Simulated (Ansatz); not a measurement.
Consider the formal hydrolysis of the Sc–O bond: `[NH2][Sc]([NH2])[O][SiH3]` + H₂O → `[NH2][Sc]([NH2])[OH]` + `O[SiH3]`.

Calculated with Ansatz (gas phase, PBE0-D4/def2-TZVP geometries, no zero-point term in ΔE). CCSD(T)/CBS adds triple-zeta CCSD(T) − MP2 to the extrapolated MP2 energy (def2 sets, frozen cores). This one scheme is used for every species. DFT in def2-TZVPP. B3LYP here is the variant with VWN-RPA as its local correlation; programs differ in this. HSE06 is defined as in plane-wave codes. For Sc outer-core shells are correlated without core-valence functions, which leaves a few kJ/mol of doubt a bond. Scalar relativity is left out up to krypton. Each species was taken in one conformer, which may not be the lowest.

| level | ΔE (kJ/mol) | difference from CCSD(T)/CBS |
| --- | --- | --- |
| LDA (SPW92) | 22.3 | -10.9 |
| r2SCAN-D4 | 28.6 | -4.6 |
| B3LYP-D4 | 29.2 | -4.0 |
| r2SCAN0-D4 | 29.8 | -3.4 |
| HSE06-D4 | 29.6 | -3.6 |
| BHLYP-D4 | 31.9 | -1.3 |
| ωB97X-V | 26.4 | -6.8 |
| PBE | 24.1 | -9.1 |
| r2SCANh | 27.9 | -5.3 |
| CAM-B3LYP | 23.6 | -9.6 |
| HF/def2-SVP | 38.2 | 5.0 |
| MP2/def2-SVP | 38.5 | 5.3 |
| CCSD/def2-TZVPP | 30.8 | -2.4 |
| HF/def2-QZVPP | 32.2 | -1.0 |
| MP2/def2-QZVPP | 31.7 | -1.5 |
| CCSD/CBS(def2) | 32.9 | -0.3 |
| CCSD(T)/CBS | 33.2 | 0 |

Largest T1 diagnostic among the species: 0.015.

At CCSD(T), def2-SVP lies +5.9 kJ/mol from the extrapolated value and def2-TZVPP −2.1 kJ/mol. The D4 term adds +4.4 kJ/mol with B3LYP and +2.7 kJ/mol with PBE0; it sums over pairs of atoms, weighted by their polarisabilities, and B3LYP, whose exchange is more repulsive, gets the larger term. From BLYP to BHLYP (50 % exact exchange), in def2-TZVPP and without D4, ΔE moves by +4.3 kJ/mol.

CCSD(T)/CBS has its own doubt, a few kJ/mol and more with outer-core shells, so smaller differences from it don't rank the levels.
